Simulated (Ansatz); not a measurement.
`C=[CH][Ga]([CH3])[Cl]` + `N=C=O` → `[CH3][Ga]([Cl])[N]=C=O` + `C=C`  (ligand exchange at a Ga–C bond)

Computed with Ansatz on PBE0-D4/def2-TZVP structures; ΔE is electronic, products minus reactants. CBS: MP2 limit from def2 TZ/QZ plus the TZ coupled-cluster correction, frozen cores. This one scheme is used for every species. DFT in def2-TZVPP. HSE06 is defined as in plane-wave codes. For Ga outer-core shells are correlated without core-valence functions, which leaves a few kJ/mol of doubt a bond. Scalar relativity is left out up to krypton. One conformer a species, not always the lowest.

`C=[CH][Ga]([CH3])[Cl]`:

Z-matrix (Å, degrees):
```
C
Ga 1 1.952
H 1 1.091 2 112.2
H 1 1.092 2 109.5 3 -121.2
H 1 1.092 2 109.5 3 121.2
C 2 1.942 1 132.5 3 0.4
Cl 2 2.171 1 114.9 3 -179.6
C 6 1.332 2 121.4 1 179.9
H 6 1.089 2 120.2 1 -0.1
H 8 1.087 6 121.6 2 0.0
H 8 1.088 6 122.2 2 -180.0
```

`N=C=O`:

```xyz
4

N     0.451    0.619    0.015
C    -0.349   -0.261    0.226
O    -1.149   -1.038    0.549
H     1.048    0.681   -0.791
```

`[CH3][Ga]([Cl])[N]=C=O`:

```xyz
9

C    -1.613   -0.151    0.873
Ga   -0.160   -0.232   -0.406
Cl   -0.302   -1.160   -2.331
N     1.487    0.490   -0.053
C     2.580    0.641   -0.533
O     3.657    0.821   -0.937
H    -1.385   -0.802    1.720
H    -1.717    0.868    1.248
H    -2.548   -0.474    0.418
```

`C=C`:

Z-matrix (Å, degrees):
```
C
C 1 1.323
H 1 1.085 2 121.7
H 1 1.085 2 121.7 3 -180.0
H 2 1.085 1 121.7 3 -0.0
H 2 1.085 1 121.7 3 -180.0
```

```tsv
level	ΔE (kJ/mol)
LDA (SPW92)	-70.6
PBE-D4	-74.8
BLYP	-83.3
r2SCAN0	-87.3
HSE06	-82.5
HF/def2-SVP	-111.7
MP2/def2-SVP	-97.0
MP2/def2-TZVPP	-87.3
```

What does CCSD(T)/CBS give? (Estimate.)

Ansatz gave: -84.2 kJ/mol. The listed levels differ from it by 13.6, 9.4, 0.9, -3.1, 1.7, -27.5, -12.8, -3.1 kJ/mol.

Largest T1 diagnostic among the species: 0.018.

At CCSD(T), def2-SVP lies −12.7 kJ/mol from the extrapolated value and def2-TZVPP −3.0 kJ/mol. In def2-TZVPP, CCSD(T) changes the Hartree–Fock value by +22.1 kJ/mol (the triples alone add +2.9 kJ/mol) and MP2 by +22.0 kJ/mol. Leaving LDA and LC-ωPBE aside and taking each functional with its dispersion term where it has one, the values, not all of them listed here, spread over 17.9 kJ/mol, from BHLYP-D4 to PBE-D4. LDA lies +5.7 kJ/mol from PBE without D4.

CCSD(T)/CBS has its own doubt, a few kJ/mol and more with outer-core shells, so smaller differences from it don't rank the levels.
